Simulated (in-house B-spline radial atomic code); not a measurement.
Results of a calculation; reference values are marked as such.
## Ghost states of the separable form: In

In, [Kr] 4d10 5s2 5p1, non-relativistic PBE, spherical and spin-unpolarised, from an all-electron radial atomic-structure program (B-spline basis) (atomic units; all potentials screened as in the neutral atom).

Troullier-Martins channels: 5s (ε = -0.2812, r_c = 2.229 bohr), 5p (ε = -0.0956, r_c = 2.889 bohr), 4d (ε = -0.7269, r_c = 0.906 bohr). In the Kleinman-Bylander form one channel serves as the local potential, and each other channel l becomes |δV u><u δV|/<u|δV|u>, with δV = V_l − V_local and u the pseudo-orbital. Its strength is E_KB = <u|δV²|u>/<u|δV|u>. By the analysis of Gonze, Stumpf and Scheffler a spurious state lies below the reference level ε if E_KB > 0 and ε is above the second level of the local potential alone, or if E_KB < 0 and ε is above its first. The table's levels are those of angular momentum l in a sphere of 9 bohr, whose wall can lift a shallow ε a little above its free-atom value.

```tsv
local	channel	<u δV u>	<u δV² u>	ε	first local level	second local level
p	s	-0.031213	0.057814	-0.2811	-0.2682	0.0564
p	d	-5.0596	42.442	-0.7269	0.0765	0.3060
s	p	0.013944	0.019966	-0.0927	-0.1126	0.1333
s	d	-5.9043	58.51	-0.7269	0.0727	0.2944
d	p	0.11831	0.38365	-0.0927	-4.9634	-0.3090
d	s	0.3101	1.6434	-0.2811	-11.2626	-2.1872
```

(1) Apply the rule to each row.

Diagonalising the separable Hamiltonian gives:

| local | channel | three lowest levels | all-electron, two lowest valence levels |
| --- | --- | --- | --- |
| p | s | -0.2811, 0.0564, 0.3398 | -0.2811, 0.0603 |
| p | d | -0.7269, 0.0925, 0.3554 | -0.7269, 0.0889 |
| s | p | -0.0927, 0.1455, 0.5088 | -0.0927, 0.1458 |
| s | d | -0.7269, 0.0913, 0.3502 | -0.7269, 0.0889 |
| d | p | -2.8405, -0.0927, 0.1454 | -0.0927, 0.1458 |
| d | s | -9.1566, -0.2811, 0.0595 | -0.2811, 0.0603 |

(2) Which choices of local channel are safe?

Results:

(1) Local p, channel s: E_KB = -1.85, so ε = -0.2811 is set against -0.2682: no ghost. Local p, channel d: E_KB = -8.39, so ε = -0.7269 is set against 0.0765: no ghost. Local s, channel p: E_KB = +1.43, so ε = -0.0927 is set against 0.1333: no ghost. Local s, channel d: E_KB = -9.91, so ε = -0.7269 is set against 0.0727: no ghost. Local d, channel p: E_KB = +3.24, so ε = -0.0927 is set against -0.3090: a ghost. Local d, channel s: E_KB = +5.3, so ε = -0.2811 is set against -2.1872: a ghost.

(2) Free of ghosts: s, p. With d local the p channel has a ghost 2.75 hartree below ε, since the local potential binds more than one state below ε, and a repulsive term of rank one raises each level at most to the next, so it clears only one of them. With d local the s channel has a ghost 8.88 hartree below ε, since the local potential binds more than one state below ε, and a repulsive term of rank one raises each level at most to the next, so it clears only one of them. Among the safe choices the second level, which tests transfer, is off by at most 2.4 millihartree (s local), 4.0 millihartree (p local).
